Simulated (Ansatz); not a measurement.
`[SiH3]O[SiH2][GaH2]` + PH₃ → `P[SiH2][GaH2]` + silanol at 298.15 K and 1 bar (ligand exchange at the Si–O bond).

Calculated with Ansatz (gas phase, PBE0-D4/def2-TZVP geometries, no zero-point term in ΔE). CCSD(T)/CBS is the MP2 limit (def2-TZVPP, def2-QZVPP) plus CCSD(T) − MP2 in def2-TZVPP, frozen cores. This one scheme is used for every species. For Ga outer-core shells are correlated without core-valence functions, which leaves a few kJ/mol of doubt a bond. Scalar relativity is left out up to krypton. Each species was taken in one conformer, which may not be the lowest.

```csv
species,CCSD(T)/CBS energy (Eh),H − E (kJ/mol),S (J/(mol·K))
`[SiH3]O[SiH2][GaH2]`,-2581.53792,183.2,371.0
PH₃,-342.72256,73.1,210.2
`P[SiH2][GaH2]`,-2557.54159,146.9,363.4
`O[SiH3]`,-366.69042,113.6,257.8
```

H − E and S are ideal-gas, rigid-rotor, harmonic terms from PBE0-D4/def2-TZVP, for one conformer and one mirror image of each species. 1 Eh = 2625.50 kJ/mol, R = 8.31446 J/(mol·K).

Problem. By hand: ΔE, ΔH, ΔS and ΔG.

Solution. ΔE = (-2557.54159) + (-366.69042) − (-2581.53792) − (-342.72256) = 0.02847 Eh = 74.7 kJ/mol. Δ(H − E) = 146.9 + 113.6 − 183.2 − 73.1 = 4.2, so ΔH = 78.9 kJ/mol. ΔS = 363.4 + 257.8 − 371.0 − 210.2 = 40.0 J/(mol·K). ΔG = 78.9 − 298.15 × (40.0)/1000 = 67.0 kJ/mol.

Problem. By hand: the equilibrium constant, and the temperature at which ΔG would vanish if ΔH and ΔS stayed fixed.

Solution. log₁₀ K = −ΔG/(RT ln 10) = -11.7. ΔG = 0 at ΔH/ΔS = 1972 K.

ΔH outweighs TΔS. A doubt of 5 kJ/mol in ΔE shifts log₁₀ K by 0.9 here. Other conformers and mirror images would add mixing entropy, several J/(mol·K) or more a flexible species. Modes under 60 cm⁻¹, often nearly free rotors, make the harmonic entropy too high. These are equilibria of isolated gas molecules and say nothing of rates. Largest T1 diagnostic: 0.014 (customary marks: 0.02 for closed shells, 0.045 for open ones).
